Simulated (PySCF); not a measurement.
A structure optimised at TPSSh-D3(BJ)/def2-SVP, used in a PySCF frequency run:

```xyz
7

O     -0.6333     1.2342     0.0000
B     -0.0315     0.0090     0.0000
O      1.3487    -0.0424     0.0000
O     -0.8635    -1.0821     0.0000
H      0.0260     1.9416     0.0000
H      1.7273    -0.9305     0.0000
H     -0.4104    -1.9336     0.0000
```

Problem. Write its SMILES, formula and point group.

Solution. OB(O)O, BH₃O₃, Cs

Problem. What are its rotational constants (standard atomic weights)?

Solution. 10.073, 9.7194, 4.9464 GHz
